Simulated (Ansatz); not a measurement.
`[BH2][SnH2][CH2]F` + `[CH3][GeH]([NH2])[F]` → `B[NH][GeH]([CH3])[F]` + `F[CH2][SnH3]`  (cleavage of the B–Sn bond)

Gas-phase electronic energies from Ansatz, PBE0-D4/def2-TZVP geometries. CBS: MP2 limit from def2 TZ/QZ plus the TZ coupled-cluster correction, frozen cores. Functionals use def2-TZVPP. B3LYP here is the variant with VWN-RPA as its local correlation; programs differ in this. Elements past krypton have def2 core potentials. For Ge, Sn outer-core shells are correlated without core-valence functions, which leaves a few kJ/mol of doubt a bond. Scalar relativity is left out up to krypton. One conformer a species, not always the lowest.

(1) Is it downhill or uphill in electronic energy at CCSD(T)/CBS, and by how much? (Best estimate.)

(2) What do these levels give: ωB97X-V, PBE, B3LYP, HF/def2-TZVPP, HF/def2-QZVPP, CCSD/CBS(def2)? (An estimate is asked.)

Largest T1 diagnostic among the species: 0.013.

## Answers

(1) The calculation gave: Downhill: ΔE = -35.5 kcal/mol.

(2) Computed: ωB97X-V -36.5, PBE -36.3, B3LYP -37.2, HF/def2-TZVPP -36.4, HF/def2-QZVPP -36.5, CCSD/CBS(def2) -35.0 kcal/mol.
